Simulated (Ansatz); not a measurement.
Ga2Te3. Total charge 0; singlet. Geometry r2SCAN-D4/def2-SVP.

Cartesian coordinates in Å:
```
Ga 0.495 -1.103 -0.085
Ga -0.521 1.662 -0.644
Te -1.697 -0.591 1.188
Te 0.836 0.490 1.925
Te 0.887 -0.458 -2.384
```

In the def2 sets Te takes a core potential; there is no spin–orbit coupling. Another isomer (singlet) lies 0.30 eV lower at PBE0-D4/def2-TZVP; other spin states weren't run for this one.

Problem. Estimate the orbital energies around the gap (eV) in Ansatz with HF/def2-TZVP, PBE-D4/def2-TZVP, r2SCAN-D4/def2-TZVP, PBE0-D4/def2-TZVP, r2SCAN0-D4/def2-TZVP.

Solution. 
```json
{"orbital": "HOMO−5", "HF/def2-TZVP": "-9.94", "PBE-D4/def2-TZVP": "-7.08", "r2SCAN-D4/def2-TZVP": "-7.39", "PBE0-D4/def2-TZVP": "-8.00", "r2SCAN0-D4/def2-TZVP": "-8.21"}
{"orbital": "HOMO−4", "HF/def2-TZVP": "-9.83", "PBE-D4/def2-TZVP": "-6.64", "r2SCAN-D4/def2-TZVP": "-6.94", "PBE0-D4/def2-TZVP": "-7.66", "r2SCAN0-D4/def2-TZVP": "-7.86"}
{"orbital": "HOMO−3", "HF/def2-TZVP": "-9.48", "PBE-D4/def2-TZVP": "-6.48", "r2SCAN-D4/def2-TZVP": "-6.77", "PBE0-D4/def2-TZVP": "-7.44", "r2SCAN0-D4/def2-TZVP": "-7.64"}
{"orbital": "HOMO−2", "HF/def2-TZVP": "-8.58", "PBE-D4/def2-TZVP": "-5.70", "r2SCAN-D4/def2-TZVP": "-5.96", "PBE0-D4/def2-TZVP": "-6.62", "r2SCAN0-D4/def2-TZVP": "-6.79"}
{"orbital": "HOMO−1", "HF/def2-TZVP": "-8.00", "PBE-D4/def2-TZVP": "-5.60", "r2SCAN-D4/def2-TZVP": "-5.82", "PBE0-D4/def2-TZVP": "-6.39", "r2SCAN0-D4/def2-TZVP": "-6.55"}
{"orbital": "HOMO", "HF/def2-TZVP": "-7.94", "PBE-D4/def2-TZVP": "-5.11", "r2SCAN-D4/def2-TZVP": "-5.35", "PBE0-D4/def2-TZVP": "-6.03", "r2SCAN0-D4/def2-TZVP": "-6.20"}
{"orbital": "LUMO", "HF/def2-TZVP": "-0.64", "PBE-D4/def2-TZVP": "-3.89", "r2SCAN-D4/def2-TZVP": "-3.91", "PBE0-D4/def2-TZVP": "-3.31", "r2SCAN0-D4/def2-TZVP": "-3.33"}
{"orbital": "LUMO+1", "HF/def2-TZVP": "-0.08", "PBE-D4/def2-TZVP": "-3.66", "r2SCAN-D4/def2-TZVP": "-3.64", "PBE0-D4/def2-TZVP": "-2.97", "r2SCAN0-D4/def2-TZVP": "-2.98"}
{"orbital": "LUMO+2", "HF/def2-TZVP": "1.48", "PBE-D4/def2-TZVP": "-1.86", "r2SCAN-D4/def2-TZVP": "-1.68", "PBE0-D4/def2-TZVP": "-1.21", "r2SCAN0-D4/def2-TZVP": "-1.10"}
{"orbital": "LUMO+3", "HF/def2-TZVP": "1.52", "PBE-D4/def2-TZVP": "-1.77", "r2SCAN-D4/def2-TZVP": "-1.66", "PBE0-D4/def2-TZVP": "-1.12", "r2SCAN0-D4/def2-TZVP": "-1.07"}
{"orbital": "LUMO+4", "HF/def2-TZVP": "1.92", "PBE-D4/def2-TZVP": "-1.38", "r2SCAN-D4/def2-TZVP": "-1.21", "PBE0-D4/def2-TZVP": "-0.72", "r2SCAN0-D4/def2-TZVP": "-0.63"}
{"orbital": "LUMO+5", "HF/def2-TZVP": "2.28", "PBE-D4/def2-TZVP": "-0.82", "r2SCAN-D4/def2-TZVP": "-0.54", "PBE0-D4/def2-TZVP": "-0.17", "r2SCAN0-D4/def2-TZVP": "0.00"}
```
